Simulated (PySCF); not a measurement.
# Choosing a basis for TDDFT

Pentafluoroethane, C2HF5.
SMILES: `FC(F)C(F)(F)F`

TDDFT with PBE0 (PySCF), vertical singlets, core orbitals frozen in the response, spherical d and f functions. Geometry: PBE0-D3(BJ)/def2-SVP; no solvent, vibrations or thermal averaging.

Q: Compare 6-31G*, def2-SVP, 6-31+G*, def2-SVPD, aug-cc-pVDZ, def2-TZVP and def2-TZVPD for this molecule.

A: 

| basis | functions | diffuse | S1 (eV) | S2 (eV) | S3 (eV) | S4 (eV) | S5 (eV) | LUMO (eV) | α (au) |
| --- | --- | --- | --- | --- | --- | --- | --- | --- | --- |
| 6-31G* | 100 | no | 10.71 | 11.05 | 12.22 | 12.54 | 12.59 | 2.77 | 23.3 |
| def2-SVP | 103 | no | 10.72 | 10.75 | 11.78 | 12.45 | 12.52 | 2.00 | 22.2 |
| 6-31+G* | 128 | yes | 9.63 | 10.01 | 10.38 | 10.72 | 11.43 | 0.35 | 28.7 |
| def2-SVPD | 163 | yes | 9.86 | 10.23 | 10.77 | 11.15 | 11.68 | 0.56 | 30.8 |
| aug-cc-pVDZ | 170 | yes | 9.31 | 9.90 | 10.15 | 10.47 | 11.17 | -0.03 | 30.8 |
| def2-TZVP | 223 | no | 10.34 | 10.40 | 11.20 | 12.12 | 12.22 | 1.45 | 27.9 |
| def2-TZVPD | 283 | yes | 9.51 | 9.96 | 10.31 | 10.58 | 11.36 | 0.28 | 31.4 |

States are compared by their number. Against the largest diffuse basis here (def2-TZVPD, itself not a converged limit), sets without diffuse functions differ by up to 1.21 eV in S1 and 1.23 eV in S5; the smaller diffuse sets differ by up to 0.35 and 0.32 eV. State by state, the largest deviation of a set without diffuse functions is S1 1.21, S2 1.09, S3 1.91, S4 1.95, S5 1.23 eV. The same number needn't mean the same state in each row. Against def2-TZVPD the polarisability deviates by -26% in 6-31G*, -29% in def2-SVP, -8% in 6-31+G*, -2% in def2-SVPD, -2% in aug-cc-pVDZ, -11% in def2-TZVP. A single + in a Pople set puts diffuse functions on heavy atoms only.
